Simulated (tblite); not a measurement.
A tight-binding relaxation on `CCCC[Si@H](C)Br`.

Computed with GFN2-xTB geometry optimisation, gas phase (tblite 0.8.0). Start geometry: from a force field or distance geometry. A driver script takes a list of jobs; this job's settings line and coordinates (Å) are shown.

Command:
```bash
OMP_NUM_THREADS=1 python probes_run.py task.json out
```

Input:
```
{"job": {"kind": "relax", "xc": "GFN2-xTB", "basis": "xTB"}, "charge": 0, "multiplicity": 1}
C      3.073700     0.588300    -0.202900
C      1.941500    -0.194000     0.449000
C      0.636600    -0.047600    -0.296700
C     -0.497200    -0.833900     0.363000
Si    -2.168500    -0.747000    -0.471200
C     -2.839300     0.979000    -0.504000
Br    -3.586100    -2.033600     0.635100
H      3.240800     0.252800    -1.223300
H      4.003100     0.463200     0.357700
H      2.822800     1.658100    -0.227100
H      1.821300     0.145200     1.490300
H      2.226200    -1.259700     0.503000
H      0.755600    -0.381900    -1.325300
H      0.361900     1.018100    -0.349300
H     -0.204900    -1.887700     0.428200
H     -0.617800    -0.492800     1.417200
H     -2.050500    -1.263300    -1.861000
H     -2.177400     1.642600    -1.064900
H     -3.823100     1.020000    -0.964100
H     -2.923800     1.384900     0.517700
```

Output:
```
step      E/eV     max force
  0    -631.06556    1.195
  1    -631.11622    0.508
  2    -631.12385    0.227
  3    -631.12959    0.285
  4    -631.13662    0.264
  5    -631.14231    0.267
  6    -631.14576    0.185
  7    -631.14767    0.127
  8    -631.14858    0.124
  9    -631.14928    0.100
... (12 lines left out)
 22    -631.15146    0.016
 23    -631.15152    0.018
 24    -631.15157    0.019
 25    -631.15162    0.015
 26    -631.15165    0.011
 27    -631.15168    0.011
 28    -631.15171    0.012
 29    -631.15173    0.013
 30    -631.15174    0.010
 31    -631.15176    0.009
```

«max force» is the largest atomic force in eV/Å.

Question: From which step on does the largest force stay under 0.1 eV/Å, and how much energy is left to gain from there?

Answer: From step 9 (0.100 eV/Å), 2.5 meV above the end.

Summary of the converged run: energy lowered by 2.0 kcal/mol over 31 steps; largest atomic force 0.009 eV/Å at the end.

Time: 0.3 s of wall time. Hardware: an Arm Neoverse V1 with one thread (shared host).
Labels such as C1 count atoms from 1, the log's own numbers from 0.
